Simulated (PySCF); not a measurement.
SMILES C[SiH2]NC(C)(C)C (C5H15NSi) at its GFN2-xTB optimised geometry (Å):

```
22

Si    -2.0020    -0.8451     0.0000
C     -2.5025    -1.7138    -1.6057
N     -0.2872    -0.8451     0.0000
C      0.6000    -0.4427     1.0754
C      1.9422    -0.0296     0.4588
C     -0.0029     0.7439     1.8214
C      0.8184    -1.6075     2.0515
H     -2.6294    -1.5517     1.1359
H     -2.4904     0.5407     0.0000
H     -3.5807    -1.6942    -1.7180
H     -2.1922    -2.7539    -1.6204
H     -2.0735    -1.2265    -2.4750
H      0.1665    -1.5171    -0.6021
H      1.7891     0.7767    -0.2542
H      2.3977    -0.8696    -0.0623
H      2.6294     0.3101     1.2294
H     -0.2121     1.5517     1.1265
H      0.6894     1.1009     2.5798
H     -0.9320     0.4549     2.3034
H      1.4860    -1.3138     2.8576
H     -0.1341    -1.9130     2.4772
H      1.2539    -2.4598     1.5337
```

Method: PBE0/def2-SVP in PySCF. Cells within 0.4 Å of a nucleus heavier than hydrogen are left out (blank, or x).

Map of the electron localisation function on the plane z = 0.0 Å:

```
|0000000000000000000000000000000|
|0000000000000000000000000000000|
|0000000000000000000000000000000|
|0000000000000000000000000000000|
|0000000000000000000000000000000|
|0000000000000000000000000000000|
|0000000000000000000000000000000|
|0000000000000000000000000000000|
|0000000000000132000000000000000|
|0000026751000153000034200000000|
|0000489997000132000599620000000|
|0002899999500000002999840000000|
|0004999999800000005999951000000|
|0004999999810000004999951000000|
|0002899999821342003899741000000|
|0000389997435787312553553100000|
|0000136401038888622457997300000|
|00000120xxx196xx621379999720000|
|00000120xxx195xx620179999940000|
|0000013103038877730049999940000|
|0000013421146778730017999820000|
|0000001232123456620000365200000|
|0000000111001123200000000000000|
|0000000000000000000000000000000|
|0000000000000000000000000000000|
|0000000000000000000000000000000|
|0000000000000000000000000000000|
|0000000000000000000000000000000|
|0000000000000000000000000000000|
|0000000000000000000000000000000|
|0000000000000000000000000000000|
```
Scale: ten equal steps from 0.000 (start of '0') to 1.000 (end of '9'), in the order '0123456789'; x runs from -5.00 to 5.00, y from -5.00 (bottom) to 5.00 (top).
